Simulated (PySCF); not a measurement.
Species: C₄H₈O₂Si.
Structure used (GFN2-xTB), in Å, numbered top down from 1:
```xyz
15
C4H8O2Si angstrom
C      2.438   -0.070   -0.429
O      1.205   -0.710   -0.679
C      0.200   -0.369    0.222
C     -1.020   -1.193   -0.096
C     -2.089   -0.503   -0.467
Si    -1.627    1.321   -0.430
O     -0.125    0.991    0.144
H      2.330    1.017   -0.475
H      2.827   -0.350    0.557
H      3.119   -0.409   -1.206
H      0.549   -0.553    1.259
H     -0.922   -2.264   -0.030
H     -3.019   -0.971   -0.737
H     -1.564    1.952   -1.744
H     -2.306    2.119    0.585
```

The calculation used TDDFT wB97X-D/def2-SVPD, vertical, gas phase, core orbitals frozen in the response in PySCF 2.14.0, density-fitted response routines.

Ground-to-excited transition dipoles (e·a0, same axes as the geometry; the sign carries no meaning), for the states with f of 0.002 or more among the lowest 7:

| state | E (hartree) | μx | μy | μz |
| --- | --- | --- | --- | --- |
| S1 | 0.2506 | 0.398 | -0.256 | 0.201 |
| S2 | 0.2566 | -0.395 | 0.409 | -0.050 |
| S3 | 0.2612 | 0.407 | -0.211 | 0.081 |
| S4 | 0.2697 | -0.245 | 0.196 | -0.082 |
| S5 | 0.2746 | -0.638 | 0.560 | -0.230 |
| S6 | 0.2844 | 0.233 | -0.229 | 0.090 |
| S7 | 0.2855 | -0.158 | 0.118 | -0.005 |

Work out the oscillator strengths.

f = (2/3) ΔE |μ|² with ΔE in hartree (27.2114 eV).

```tsv
state	|μ|² (au)	|μ| (D)	f
S1	0.265	1.31	0.044
S2	0.326	1.45	0.056
S3	0.217	1.18	0.038
S4	0.105	0.82	0.019
S5	0.773	2.24	0.142
S6	0.115	0.86	0.022
S7	0.039	0.50	0.007
```

Which bond between heavy atoms lies closest to the direction of the S5 transition dipole?

C4–C5, at 8° from it; next Si6–O7 at 28°.

What angle do the transition dipoles of S3 and S5 make?

|cos θ| = |μa·μb| / (|μa| |μb|) = 0.97, so θ ≈ 15° (taken between 0 and 90°, since the signs are arbitrary).

What peak molar absorption coefficient would the strongest computed level give as a lone Gaussian band 0.5 eV wide at half height?

ε(max) = 2.175×10⁸ f / FWHM, with the width in cm⁻¹. S5: 2.175×10⁸ × 0.1416 / 4033 ≈ 7600 L mol⁻¹ cm⁻¹.

One conformer stands for the species.
